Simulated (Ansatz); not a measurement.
# Molecular dynamics of H3NZn

The input (input.yaml):

```yaml
crystal:
  periodic: [false, false, false]
  atoms:
    - { symbol: "N", position_ang: [-0.184096, -0.433965, 0.087738] }
    - { symbol: Zn, position_ang: [-0.347819, 1.523577, 0.365602] }
    - { symbol: H, position_ang: [-0.627973, -1.007468, -0.653392] }
    - { symbol: H, position_ang: [0.321035, -1.100289, 0.701486] }
    - { symbol: H, position_ang: [0.888853, 0.944544, -0.542835] }
basis:
  gaussian: { orbitals: def2-SVP }
hamiltonian:
  xc: pbe
  dispersion: d4
md:
  timestep: 0.5
  n_steps: 200
  ensemble: nve
  temperature: 100.0
  initial_velocities: maxwell_boltzmann
  seed: 3197
```

Run as:

```bash
$ ansatz run input.yaml --threads 1 --pin off --max-ram 2048MiB --backend cpu --events-out ev --progress --plain --runs-dir out
```

It starts at the highest image of a converged band. Of that band: Neighbouring images differ by up to 1.5 eV, so the band resolves the path poorly. A vibrational analysis at the climbing image gives one clearly imaginary mode, 944i cm⁻¹: a first-order saddle point.

Output, in part (step lines, the closing report, with atoms numbered from 0):

```
md step     0: t =     0.00 fs  T =   100.0 K  F+E_penalty+E_count = -49938.44347009 eV  E_kin = 0.038778 eV  conserved = -49938.40469209 eV  (28 SCF iters)
md step     1: t =     0.50 fs  T =    98.8 K  F+E_penalty+E_count = -49938.44300100 eV  E_kin = 0.038323 eV  conserved = -49938.40467829 eV  (29 SCF iters)
md step     2: t =     1.00 fs  T =    95.6 K  F+E_penalty+E_count = -49938.44172944 eV  E_kin = 0.037083 eV  conserved = -49938.40464681 eV  (29 SCF iters)
md step     3: t =     1.50 fs  T =    91.6 K  F+E_penalty+E_count = -49938.44013672 eV  E_kin = 0.035527 eV  conserved = -49938.40460953 eV  (29 SCF iters)
md step     4: t =     2.00 fs  T =    88.2 K  F+E_penalty+E_count = -49938.43879425 eV  E_kin = 0.034213 eV  conserved = -49938.40458152 eV  (29 SCF iters)
md step     5: t =     2.50 fs  T =    86.5 K  F+E_penalty+E_count = -49938.43813218 eV  E_kin = 0.033558 eV  conserved = -49938.40457423 eV  (29 SCF iters)
md step     6: t =     3.00 fs  T =    86.8 K  F+E_penalty+E_count = -49938.43826390 eV  E_kin = 0.033674 eV  conserved = -49938.40458997 eV  (29 SCF iters)
md step     7: t =     3.50 fs  T =    88.5 K  F+E_penalty+E_count = -49938.43895054 eV  E_kin = 0.034330 eV  conserved = -49938.40462079 eV  (30 SCF iters)
[... lines left out ...]
Total energy: -49939.09775824 eV, -1835.2279926792 hartree
Atom 0 at    -0.360675    -0.281675     0.179887 Å, force     0.054181    -1.850835    -0.137907 eV/Å
Atom 1 at    -0.305218     1.464367     0.358376 Å, force     0.576228     1.318339    -0.920995 eV/Å
Atom 2 at     0.446387    -0.251253    -0.472258 Å, force    -0.108975    -0.443247     0.028899 eV/Å
Atom 3 at    -0.850072    -1.158917     0.005809 Å, force    -0.278224     0.018409     0.373313 eV/Å
Atom 4 at     0.676143     1.971171    -0.840078 Å, force    -0.243211     0.957334     0.656689 eV/Å
Dipole moment:    -0.252676     0.134602     0.197076 e Å
```

The steps, from the saved trajectory:

| time (fs) | T (K) | potential energy less start (eV) | conserved less start (meV/atom) |
| --- | --- | --- | --- |
| 0.0 | 100 | 0.000 | 0.00 |
| 3.0 | 87 | 0.005 | 0.02 |
| 6.0 | 85 | 0.006 | 0.02 |
| 9.0 | 106 | -0.002 | 0.01 |
| 12.0 | 172 | -0.028 | 0.04 |
| 15.0 | 363 | -0.102 | 0.03 |
| 18.0 | 727 | -0.243 | 0.05 |
| 21.0 | 1371 | -0.493 | 0.03 |
| 24.0 | 2256 | -0.836 | -0.01 |
| 27.0 | 3220 | -1.210 | -0.04 |
| 30.0 | 4095 | -1.550 | -0.11 |
| 33.0 | 4663 | -1.770 | -0.12 |
| 36.0 | 4898 | -1.861 | -0.12 |
| 39.0 | 4896 | -1.861 | -0.13 |
| 42.0 | 4657 | -1.768 | -0.11 |
| 45.0 | 4178 | -1.582 | -0.12 |
| 48.0 | 3420 | -1.288 | -0.08 |
| 51.0 | 2472 | -0.920 | -0.03 |
| 54.0 | 1520 | -0.551 | 0.00 |
| 57.0 | 780 | -0.264 | 0.05 |
| 60.0 | 463 | -0.141 | 0.04 |
| 63.0 | 616 | -0.200 | 0.05 |
| 66.0 | 1208 | -0.430 | 0.01 |
| 69.0 | 2039 | -0.752 | -0.03 |
| 72.0 | 2873 | -1.075 | -0.05 |
| 75.0 | 3539 | -1.334 | -0.09 |
| 78.0 | 3990 | -1.509 | -0.07 |
| 81.0 | 4371 | -1.656 | -0.09 |
| 84.0 | 4663 | -1.770 | -0.10 |
| 87.0 | 4806 | -1.826 | -0.11 |
| 90.0 | 4762 | -1.809 | -0.14 |
| 93.0 | 4292 | -1.626 | -0.10 |
| 96.0 | 3361 | -1.265 | -0.07 |
| 99.0 | 2187 | -0.809 | -0.04 |

All steps were run. The conserved energy stayed within 0.14 meV per atom of its start (net change -0.024 meV per atom), so the integration is sound. The system heated up, since it started high on the potential surface and ran downhill. A run of 0.1 ps of so small a system gives no equilibrium averages. The orbitals stay closed-shell, which can raise the energy where a bond breaks towards radicals; this wasn't checked here.

The step under study would form N1–H5 and break Zn2–H5. These pairs go: N1–H5 1.86 → 2.68 Å, Zn2–H5 1.64 → 1.63 Å. In the last frame they stand as before the step (other bonds may differ from the relaxed reactants and products). It ends as one piece, H3NZn. Pairs count as bonded within 1.25 times the sum of covalent radii (0.12 Å more for H–H).

Last frame:

```xyz
5
Properties=species:S:1:pos:R:3
N -0.361 -0.282 0.180
Zn -0.305 1.464 0.358
H 0.446 -0.251 -0.472
H -0.850 -1.159 0.006
H 0.676 1.971 -0.840
```

The run took 4.4 min on 1 thread of Arm Neoverse V1, on a shared host, peak memory 0.1 GiB.
